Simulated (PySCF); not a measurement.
**Strontium: a sound run and one with changed settings**

Sound run: Sr⁺ [Kr] 5s1, Sr²⁺ [Kr]. Calculation: PySCF 2.14, in def2-TZVP with the def2 core potential (28 electrons); scalar relativity through the core potential. The sound run starts from symmetry-adapted Hartree-Fock orbitals and uses a fine grid where one is needed.

Changed run: initial guess atom, at most 3 SCF cycles. This setting is unsound on purpose.

```
species  method  sound run (hartree)  changed run (hartree)  converged
    Sr⁺     UHF            -30.17277              -30.17267         no
    Sr⁺   B3LYP            -30.49181              -30.49180         no
    Sr⁺    BP86            -30.51721              -30.51721         no
   Sr²⁺     UHF            -29.78903              -29.78903         no
   Sr²⁺   B3LYP            -30.07816              -30.07816         no
   Sr²⁺    BP86            -30.10518              -30.10518         no
```

The SCF was stopped early; the energies are upper bounds that still move, and correlated levels were skipped or rest on poor orbitals.
